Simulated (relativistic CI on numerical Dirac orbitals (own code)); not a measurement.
**d8 in a ligand field**

Computed with a parametric ligand-field model of a d^n configuration (Racah B and C, spin-orbit zeta, crystal field), exact diagonalisation.

Field parameters in Wybourne normalisation: D3d B²₀ = −7Dσ, B⁴₀ = −14Dq − 21Dτ, B⁴₃ = −14√(10/7) Dq; D4h B²₀ = −7Ds, B⁴₀ = 21(Dq − Dt), B⁴₄ = 21√(5/14) Dq. The field is a parameter set, without covalency.

**Question.** Ground term and bands for B = 430, C = 1610, ζ = 0 cm⁻¹, D4h, 10Dq = 22200, Ds = -1500, Dt = -380 cm⁻¹?

**Answer.** Ground term 3B1 with 2.00 electrons in the two orbitals of the cubic e set. Spin-allowed: 3B2 22200 cm⁻¹ (450 nm), 3E 22558 cm⁻¹ (443 nm), 3E 29426 cm⁻¹ (340 nm), 3A2 34771 cm⁻¹ (288 nm). Lowest spin-forbidden: 1A1 1215 cm⁻¹, 1B1 6613 cm⁻¹ (1512 nm), 1A1 17995 cm⁻¹ (556 nm).

**Question.** Ground term and bands for B = 340, C = 1610, ζ = 0 cm⁻¹, D4h, 10Dq = 13750, Ds = 3000, Dt = -460 cm⁻¹?

**Answer.** Ground term 1A1 with 2.01 electrons in the two orbitals of the cubic e set. Spin-allowed: 1B1 7376 cm⁻¹ (1356 nm), 1A2 12820 cm⁻¹ (780 nm), 1A1 19290 cm⁻¹ (518 nm), 1B2 21109 cm⁻¹ (474 nm). Lowest spin-forbidden: 3B1 1470 cm⁻¹, 3A2 9475 cm⁻¹ (1055 nm), 3B2 15220 cm⁻¹ (657 nm).

**Question.** Ground term and bands for B = 850, C = 4190, ζ = 0 cm⁻¹, D4h, 10Dq = 30950, Ds = 3000, Dt = 210 cm⁻¹?

**Answer.** Ground term 3B1 with 2.00 electrons in the two orbitals of the cubic e set. Spin-allowed: 3E 27310 cm⁻¹ (366 nm), 3A2 27447 cm⁻¹ (364 nm), 3B2 30950 cm⁻¹ (323 nm), 3E 45825 cm⁻¹ (218 nm). Lowest spin-forbidden: 1A1 6999 cm⁻¹ (1429 nm), 1B1 15048 cm⁻¹ (665 nm), 1A1 35084 cm⁻¹ (285 nm).

**Question.** Ground term and bands for B = 720, C = 3040, ζ = 0 cm⁻¹, D4h, 10Dq = 8900, Ds = 2570, Dt = -300 cm⁻¹?

**Answer.** Ground term 3B1 with 2.00 electrons in the two orbitals of the cubic e set. Spin-allowed: 3A2 7900 cm⁻¹ (1266 nm), 3B2 8900 cm⁻¹ (1124 nm), 3E 10354 cm⁻¹ (966 nm), 3E 18200 cm⁻¹ (549 nm). Lowest spin-forbidden: 1A1 6435 cm⁻¹ (1554 nm), 1B1 11621 cm⁻¹ (861 nm), 1A2 14840 cm⁻¹ (674 nm).

**Question.** Ground term and bands for B = 590, C = 2490, ζ = 0 cm⁻¹, D3d, 10Dq = 28750, Dσ = -1200, Dτ = 360 cm⁻¹?

**Answer.** Ground term 3A2 with 2.01 electrons in the two orbitals of the cubic e set. Spin-allowed: 3E 30162 cm⁻¹ (332 nm), 3A1 30899 cm⁻¹ (324 nm), 3A2 36434 cm⁻¹ (274 nm), 3E 37288 cm⁻¹ (268 nm). Lowest spin-forbidden: 1E 9588 cm⁻¹ (1043 nm), 1A1 18061 cm⁻¹ (554 nm), 1E 39529 cm⁻¹ (253 nm).
